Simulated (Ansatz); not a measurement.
Basis-set series for `FC(F)(F)C1=CC(C(F)(F)F)=[O+][Sn-]([Cl])[O]1`. The species carries charge 0 and has multiplicity 1. Sn takes the def2 core potential. Geometry: relaxed with PBE0-D4/def2-TZVP.

```tsv
functional	basis	functions	energy (Eh)	HOMO (eV)	LUMO (eV)
PBE0-D4	def2-SVP	231	-1613.34031	-7.94	-3.11
PBE0-D4	def2-TZVPP	509	-1614.61485	-8.08	-3.24
ωB97M-V	def2-SVP	231	-1614.10443	-9.95	-0.96
ωB97M-V	def2-TZVPP	509	-1615.39971	-10.15	-1.13
```

Q: Give the rows for def2-QZVPP. (Estimate.)

A: Computed: 
```tsv
functional	basis	functions	energy (Eh)	HOMO (eV)	LUMO (eV)
PBE0-D4	def2-QZVPP	923	-1614.67723	-8.10	-3.27
ωB97M-V	def2-QZVPP	923	-1615.45820	-10.18	-1.18
```
